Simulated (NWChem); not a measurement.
# C$_{2}$H$_{5}$NOSi; SMILES O[Si@@H]1C=NC1

```xyz
10

O      0.0002    -2.0543     0.4503
Si     0.0228    -0.5750    -0.3490
C      1.1058     0.9274     0.0675
N      0.1163     1.7704     0.1042
C     -1.1152     0.9274     0.0359
H     -0.0058    -2.0049     1.4223
H      0.0799    -0.9703    -1.7972
H      2.1538     1.2795     0.1447
H     -1.8406     1.3004    -0.7179
H     -1.6301     0.9331     1.0196
```
Atoms are numbered in this order, from 1.

Computed with NWChem. Pople sets run with spherical d functions. All runs use the structure optimised with PBE-D3(BJ)/def2-SVP. Level: M05-2X/6-31G* with SMD (1 M gas to 1 M solution), gas-phase geometry. Reactions with the solvent are ignored.

Task: Estimate the computed values for solvent acetone. Quantities: solvation free energy (kcal/mol); cavity-dispersion-structure term (kcal/mol); dipole in solution (D).

Result: 
| Item | Result |
|---|---|
| solvation free energy (kcal/mol) | -6.4 |
| cavity-dispersion-structure term (kcal/mol) | 0.3 |
| dipole in solution (D) | 2.09 |
